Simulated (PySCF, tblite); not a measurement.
Isomers of C2H12O2Si4, one GFN2-xTB conformer each. Single-point energies are computed at PBE0/pcSseg-1 (PySCF, gas phase, no added dispersion term), electronic only.

| SMILES | GFN2-xTB relative energy (kcal/mol) |
| --- | --- |
| [SiH3]C[C@@H]1[SiH2]O[Si@@H]1O[SiH3] | 0.0 |
| O=CC([SiH3])([SiH3])[SiH2]O[SiH3] | 51.1 |

Conformers: `[SiH3:1][CH2:2][C@@H:3]1[SiH2:4][O:5][Si@@H:6]1[O:7][SiH3:8]` with Si1–C2–C3–Si4 172°, O5–Si6–O7–Si8 -50°; `[O:1]=[CH:2][C:3]([SiH3:4])([SiH3:5])[SiH2:6][O:7][SiH3:8]` with O1–C2–C3–Si4 128°, C2–C3–Si6–O7 52°, C3–Si6–O7–Si8 1°.

Problem. What does PBE0/pcSseg-1 give for the same structures?

Solution. 
```csv
SMILES,PBE0/pcSseg-1 E (Eh),PBE0/pcSseg-1 (kcal/mol),GFN2-xTB (kcal/mol),point group
[SiH3]C[C@@H]1[SiH2]O[Si@@H]1O[SiH3],-1391.16771,0.0,0.0,C1
O=CC([SiH3])([SiH3])[SiH2]O[SiH3],-1391.08485,52.0,51.1,C1
```

Both levels put the same isomer lowest. As drawn, the lower has a four-membered ring, which the higher lacks; the higher has a C=O bond, which the lower lacks.

Problem. Which frontier levels, dipoles and rotational constants go with these structures?

Solution. 
```tsv
SMILES	HOMO (eV, PBE0/pcSseg-1)	LUMO (eV)	dipole (D)	A, B, C (MHz)
[SiH3]C[C@@H]1[SiH2]O[Si@@H]1O[SiH3]	-7.49	-0.28	1.75	1047, 899.5, 589.7
O=CC([SiH3])([SiH3])[SiH2]O[SiH3]	-7.82	-1.23	1.83	1493, 682.9, 596.4
```

Problem. What happens when harmonic zero-point energies from GFN2-xTB frequencies are added?

Solution. 
| SMILES | ZPE (kcal/mol) | electronic (kcal/mol) | with ZPE (kcal/mol) |
| --- | --- | --- | --- |
| [SiH3]C[C@@H]1[SiH2]O[Si@@H]1O[SiH3] | 79.3 | 0.0 | 0.0 |
| O=CC([SiH3])([SiH3])[SiH2]O[SiH3] | 74.6 | 52.0 | 47.3 |

The zero-point energies span 4.7 kcal/mol. The order is unchanged.
